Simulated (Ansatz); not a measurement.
Basis sets compared for K₂Se. The state is a singlet with charge 0. Geometry r2SCAN-D4/def2-TZVP. Ansatz on 4 threads of Intel Xeon on a shared host; times are rough, and most runs start from earlier orbitals.

```tsv
atom	x (Å)	y (Å)	z (Å)
K1	-2.6425	-0.8795	0.3753
K2	2.4952	1.2523	-0.3207
Se3	0.1473	-0.3728	-0.0547
```

The structure comes from a short search, and lower isomers may exist.

Binding counts from free atoms (K doublet, Se triplet) in the same basis, without a counterpoise term.

| level | functions | energy (Eh) | HOMO (eV) | LUMO (eV) | binding per atom (eV) | wall time |
| --- | --- | --- | --- | --- | --- | --- |
| PBE-D4/def2-SVP | 80 | -3600.2212 | -2.28 | -1.43 | 1.50 | 1.5 s |
| PBE-D4/def2-TZVP | 114 | -3600.6774 | -2.39 | -1.37 | 1.55 | 1.9 s |
| r2SCAN-D4/def2-TZVP | 114 | -3601.3909 | -2.34 | -0.74 | 1.59 | 3.8 s |
| PBE0-D4/def2-SVP | 80 | -3600.3959 | -2.98 | -0.90 | 1.46 | 1.9 s |
| PBE0-D4/def2-TZVP | 114 | -3600.8493 | -3.13 | -0.84 | 1.51 | 3.6 s |

**Question.** Estimate the rows for PBE-D4/def2-TZVPD, r2SCAN-D4/def2-TZVPD, PBE0-D4/def2-TZVPD.

**Answer.** 
```
               level  functions  energy (Eh)  HOMO (eV)  LUMO (eV)  binding per atom (eV)  wall time
   PBE-D4/def2-TZVPD        129   -3600.6791      -2.46      -1.41                   1.56      2.8 s
r2SCAN-D4/def2-TZVPD        129   -3601.3922      -2.41      -0.79                   1.59        4 s
  PBE0-D4/def2-TZVPD        129   -3600.8507      -3.19      -0.90                   1.52      3.7 s
```
